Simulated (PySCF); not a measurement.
Computed shifts of a molecule C₃H₁₂Si₃, KT2/pcSseg-1 (PySCF), GIAO, gas phase, atoms alike by connectivity averaged where their shifts nearly agree, in ppm (number of nuclei): ²⁹Si: -15.7 (1), -109.3 (1), -118.6 (1). ¹³C: 31.7 (1), 16.0 (2). ¹H: 5.86 (1), 4.07 (3), 3.78 (2), 2.84 (1), 2.66 (1), 2.06 (2), 1.47 (2). References: ²⁹Si against TMS (σ = 361.9 ppm); ¹³C against TMS (σ = 185.1 ppm); ¹H against TMS (σ = 31.47 ppm), references at their B3LYP-D3(BJ)/def2-TZVP geometries, non-relativistic. Geometry optimised at PBE0-D3(BJ)/def2-SVP. The values are those of a single conformer.

**Question.** Which molecule gave these data?
A. C1C[SiH2][SiH2][SiH2]C1
B. C=C(C)[SiH2][SiH2][SiH3]
C. [SiH3][Si@H]1CC[SiH2]C1
D. [SiH3][SiH2][SiH]1CCC1

**Answer.** D, [SiH3][SiH2][SiH]1CCC1
